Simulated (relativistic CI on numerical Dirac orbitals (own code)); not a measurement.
Computed by Dirac-Coulomb-Breit CI, orbitals from a KLI potential per configuration, a model potential for QED, unscaled Slater integrals (own radial code, finite nucleus).

The strongest absorption lines from the ground level of an ion, among the configurations computed and to levels below about 2040 eV (vacuum wavelength in nm, gf): 0.89728 (0.072), 0.91218 (0.061), 1.2691 (0.18), 1.3248 (0.19), 6.8751 (1), 13.361 (0.25).

Task: Which ion is it?
A. Hf41+
B. Hg51+
C. Hf43+
D. Os47+

Result: C. Hf43+ has 29 electrons and the ground level 3d10.4s 2S_1/2; the strongest line goes to 3d10.4p 2P°_3/2. The pattern of lines fixes the number of electrons, and along that sequence the line energies rise steadily with the charge (about as its square where n changes within one kind of shell, about linearly where n is kept but much faster in heavy ions where fine structure, which grows about as Z⁴, sets the gap, and irregularly where shells cross), which fixes Z. Configurations outside the model, such as inner-shell arrays, can give stronger lines. At this charge energies of transitions that change n are usually good to better than 1 %, and those within a shell (Δn = 0) to a few per cent.

LS names give the leading component of a level, which can be under half, so a name can repeat, a term be missing and a line seem to break the LS rules.
